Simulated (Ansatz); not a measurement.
Ansatz (a quantum-chemistry and plane-wave program) input (wB97X-V/def2-TZVPD):

Ansatz 0.2 input:
```yaml
crystal:
  periodic: [false, false, false]
  atoms:
    - {symbol: Sr, position_ang: [-0.00000000, -0.00000000, -0.38660307]}
    - {symbol: F, position_ang: [0.00000000, 0.00000000, 1.63232406]}
basis:
  gaussian:
    orbitals: def2-TZVPD
hamiltonian:
  xc: {name: wB97X-V}
total_charge: 2
magnetization: {spin_polarized: true, initial_magnetization: 1}
```

End of the output:

```
integrals: 0.04 GiB planned
510 factors; their error is unknown
integrals: 0.07 GiB planned
163 factors; integrals over basis functions are off by at most 4.1e-5 eV
mean field: 0.34 GiB planned
mean field evaluation 1: about -3478.6799 eV, gradient 1.2e2 eV
mean field evaluation 2: about -3188.0098 eV, gradient 1.7e2 eV
mean field evaluation 4: about -3529.7579 eV, gradient 1.3e1 eV
mean field evaluation 8: about -3531.1093 eV, gradient 7.8e-2 eV
mean field evaluation 16: about -3531.1161 eV, gradient 1.8e-5 eV
mean field evaluation 32: about -3531.1164 eV, gradient 2.3e-1 eV
mean field evaluation 64: about -3531.1161 eV, gradient 9.2e-7 eV
mean field -3531.12261951 eV, -129.7663627862 hartree, gradient 6.8e-6 eV, S^2 0.751606; 5 other end points of the search recorded, 0 dependent functions left out
reference -3531.12261803 eV, -129.7663627317 hartree; 9, 8 occupied and 64, 65 virtual orbitals, 510 factors
Total energy: -3531.12261803 eV, -129.7663627317 hartree
```

This state (charge 2, doublet) is run at the relaxed geometry of the species with charge 1 and multiplicity 1.
